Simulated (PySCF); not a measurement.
C₃H₇BO₂, SMILES C1(CB(C1)O)O. Geometry optimised at PBE-D3(BJ)/def2-SVP. This is a generated structure with no PubChem entry under its InChIKey; it may be hypothetical. The values are those of a single conformer.

Computed equilibrium geometry at PBE-D3(BJ)/def2-SVP (PySCF confirms it by a frequency run) as bond lengths and angles (one conformer of several):
Atoms: O1 B2 C3 C4 O5 C6 H7 H8 H9 H10 H11 H12 H13. Bond lengths (Å): O1–B2 1.358, O1–H7 0.975, B2–C3 1.585, B2–C6 1.591, C3–C4 1.567, C3–H8 1.108, C3–H9 1.113, C4–O5 1.413, C4–C6 1.553, C4–H10 1.119, O5–H11 0.975, C6–H12 1.113, C6–H13 1.108. Angles (°): B2–O1–H7 111.8, O1–B2–C3 131.4, O1–B2–C6 136.1, C3–B2–C6 92.1, B2–C3–C4 84.3, B2–C3–H8 123.5, B2–C3–H9 110.0, C4–C3–H8 119.1, C4–C3–H9 108.3, H8–C3–H9 109.1, C3–C4–O5 118.2, C3–C4–C6 94.2, C3–C4–H10 109.4, O5–C4–C6 112.9, O5–C4–H10 111.4, C6–C4–H10 109.5, C4–O5–H11 107.0, B2–C6–C4 84.5, B2–C6–H12 110.1, B2–C6–H13 125.2, C4–C6–H12 107.4, C4–C6–H13 118.5, H12–C6–H13 108.5.
